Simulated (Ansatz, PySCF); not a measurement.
Noncovalent pair: H2O (SMILES O) (first 3 atoms) with CH3F (SMILES CF); geometry from B3LYP-D3(BJ)/def2-TZVP.
(charge 0, multiplicity 1):
```tsv
atom	x (Å)	y (Å)	z (Å)
O	-0.1214	-0.0633	0.5828
H	0.0078	0.6366	-0.0644
H	-0.4799	0.3723	1.3672
C	0.4579	-0.3004	3.8082
F	-0.4778	0.6387	3.3495
H	-0.0737	-1.0533	4.3888
H	0.9402	-0.7493	2.9415
H	1.1838	0.2215	4.4308
```

Interaction energies are E(AB) − E(A) − E(B) at the monomers' geometry in the complex; basis-set methods are counterpoise corrected.

Correlated levels freeze the cores.

The values were computed with Ansatz (Gaussian orbitals); PySCF for the dispersion terms. 

Problem. What is the computed interaction energy (BHLYP/def2-TZVPPD)?

Solution. -3.6 kcal/mol

Problem. Give the interaction energy at the level r2SCAN-D3(BJ)/def2-TZVPPD.

Solution. -4.1 kcal/mol

Problem. Estimate the interaction energy that SCS-MP2/aug-cc-pVTZ returns for this input.

Solution. -3.2 kcal/mol

Ansatz is a program for electronic structure.
